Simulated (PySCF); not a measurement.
Compound: Sn(SiH3)H3.
Cartesian coordinates in Å at the PBE0-D3(BJ)/def2-SVP level; atoms count from 1:
```
atom  x, y, z in Å
Sn1   -0.0024    0.0086   -1.2518
Si2    0.0020   -0.0090    1.3164
H3     0.8105    1.1349    1.8385
H4     0.5931   -1.2853    1.8225
H5    -1.3942    0.1125    1.8363
H6     1.6019   -0.0106   -1.8550
H7    -0.7852    1.4140   -1.8440
H8    -0.8256   -1.3652   -1.8628
```

The calculation used PySCF, PBE0-D3(BJ)/def2-SVP geometry optimisation, gas phase, def2 core potentials past Kr.

Question: Which atoms are bound to Sn1, and at what distances?

Answer: 4 atoms: H6 1.714 Å, H8 1.714 Å, H7 1.714 Å, Si2 2.568 Å. The nearest atom not counted as bound is H3, at 3.39 Å (others tie with it).

Question: List the angles at Sn1.

Answer: 
```csv
angle,degrees,distance of the outer atoms (Å)
Si2–Sn1–H7,110.6,3.55
Si2–Sn1–H8,110.6,3.55
Si2–Sn1–H6,110.5,3.55
H6–Sn1–H8,108.4,2.78
H6–Sn1–H7,108.4,2.78
H7–Sn1–H8,108.3,2.78
```

Question: What is the shape at Sn1?

Answer: Tetrahedral: angles from 108.3° to 110.6°; τ4 = (360° − α − β)/141° = 0.98 with α and β the two widest (0 for a square, 1 for a tetrahedron).

Question: What are the other bond lengths?

Answer: Si2–H3, Si2–H4, Si2–H5 1.495 Å.

Point group: near C3v, missed by 0.12 Å at most; the miss may be what the optimiser left on a soft mode (C3 holds within 0.08 Å). Charge 0, singlet. Not checked by PBE0-D3(BJ)/def2-SVP frequencies.

Hardware: an Arm Neoverse V2 with one thread, no GPU, on a shared host. Cost: 9.6 s. These figures are those of the optimisation.
